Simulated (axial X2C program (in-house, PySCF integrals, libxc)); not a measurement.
## GaRu: from the spin-free to the two-component result

Calculated with an in-house relativistic program for diatomic molecules. Spin-free means the one-electron spin-free X2C Hamiltonian; two-component (2c) means X2C with spin–orbit coupling and atomic mean-field two-electron Coulomb and Gaunt terms, so the difference of the two also holds small scalar two-electron terms. Basis: Ru dyall-cv3z [12s12p8d5f3g], Ga dyall-cv3z [9s9p7d4f1g] (cores contracted in-house); Gaussian nuclei, density fitting, unrestricted open shells. Masses: Ru 101.904 u, Ga 68.926 u.

Spin-free state: M_S = 3/2, Λ = 0 (beyond evenly filled blocks: σα, δ+α, δ-α); fragments Ru + Ga.

```tsv
level	Re (Å)	ωe (cm⁻¹)	De (eV)	μ (D)
HF	2.677	143.4	0.469	0.65
CCSD(T)	2.481	210.3	1.896	n/a
```

Correlated methods: 11 electrons correlated (number of frozen shells: Ru 4 s, 3 p, 1 d; Ga 3 s, 2 p, 1 d), 353 virtual spin orbitals or spinors in MP2, 90 natural virtuals in coupled cluster.

Dipoles are positive if Ga is the positive end.

Two-component determinant lowest at the distance of the search:

Ω = 3/2 (⟨Sz⟩ = 1.50, ⟨Lz⟩ = 0.00 at HF); fragments Ru + Ga.

| level | Re (Å) | ωe (cm⁻¹) | μ (D) |
| --- | --- | --- | --- |
| HF | 2.681 | 142.1 | 0.63 |
| CCSD(T) | 2.482 | 208.8 | n/a |

Q: From the two tables, how do the constants change at the CCSD(T) level (2c against spin-free)?

A: At the CCSD(T) level Re increases by 0.001 Å and ωe falls by 1.5 cm⁻¹.

One determinant describes the state; a PBE0 search over occupations chose it and may have missed a lower one. Dissociation energies refer to the lowest single-determinant-based atoms at the same level and basis. De is not given where an atomic determinant may have missed its ground term or J level, or where the truncated virtual space spoils (T). Coupled cluster ran in a truncated set of natural virtual spinors; the MP2 energy of the rest was added. (T) has no such correction and the atoms are truncated less, which lowers De at CCSD(T) by a hundredth of an eV or more. Other states lie close and PBE0, whose exact exchange favours high spin, may order them wrongly; the determinant shown need not be the ground state. The nearest other spin-free determinant of the search, M_S = 3/2, Λ = 2, lies 0.42 eV up at the distance of the search. With several unpaired electrons one determinant need not be a pure state. This is the top spin component of a Σ state; components of lower Ω are not single determinants and can lie lower. The determinant is spin-polarised beyond a pure state at some levels (its spin-free form has ⟨S²⟩ too high), which makes Re and μ there less reliable. The T1 diagnostic is large, a sign of multireference character. With the outer-core shells frozen, correlated bond lengths of heavy atoms tend to come out a few hundredths of an ångström too long.
